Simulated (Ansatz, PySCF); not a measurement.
Species: sum formula SiPH4 (charge 0, doublet). It need not be the lowest isomer of its formula. 
Coordinates optimised at B3LYP-D3(BJ)/def2-TZVP (Ansatz, a first-principles code):
SMILES: [SiH3][PH]
```xyz
6

Si    -1.0291     0.0960     0.1960
P      1.1626    -0.1750    -0.2869
H     -1.8251    -0.8330    -0.6382
H     -1.4580     1.4879    -0.0877
H     -1.2885    -0.1975     1.6273
H      1.5394     0.8235     0.6571
```
Charge 0, spin multiplicity 2.

Wanted: atomisation energy (electronic, to ground-state atoms), in kcal/mol. Correlated levels leave the core frozen unless marked. UHF or UKS for open shells. No spin-orbit coupling. No relativistic terms. The coupled-cluster limit lacks core correlation, which all-electron functionals hold. CBS marks a two-point X^-3 extrapolation of the correlation energy; Hartree-Fock from the larger set. The bracket is a focal-point correction in the basis named.

| level | program | atomisation energy (kcal/mol) | minus last row |
|---|---|---|---|
| BLYP-D3(BJ)/def2-TZVPD | Ansatz + dftd3 | 371.3 | 0.1 |
| revPBE-D4/def2-TZVPD | Ansatz + dftd4 | 364.5 | -6.7 |
| BP86/def2-TZVPD | PySCF | 378.3 | 7.1 |
| PBE0/def2-TZVPD | Ansatz | 365.3 | -5.9 |
| r2SCANh-D4/def2-TZVPD | Ansatz + dftd4 | 371.2 | 0.0 |
| MN15/def2-TZVPD | PySCF | 373.2 | 2.0 |
| CAM-B3LYP-D3(BJ)/def2-TZVPD | Ansatz + dftd3 | 374.5 | 3.3 |
| B2GP-PLYP-D3(BJ)/def2-TZVPD | Ansatz + dftd3 | 365.0 | -6.2 |
| MP2/6-31G | Ansatz | 260.8 | -110.4 |
| MP2/def2-TZVPPD | Ansatz | 351.2 | -20.0 |
| RI-MP2/cc-pV(Q+d)Z | Ansatz | 357.1 | -14.1 |
| RI-MP2/def2-QZVPPD | Ansatz | 357.2 | -14.0 |
| SCS-MP2/aug-cc-pV(T+d)Z | Ansatz | 361.4 | -9.8 |
| CCSD(T)/def2-SVP | Ansatz | 338.9 | -32.3 |
| RI-MP2/CBS(aug-cc-pV(T+d)Z,aug-cc-pV(Q+d)Z)+[CCSD(T)-MP2]/aug-cc-pV(T+d)Z | Ansatz | 371.2 | 0.0 |
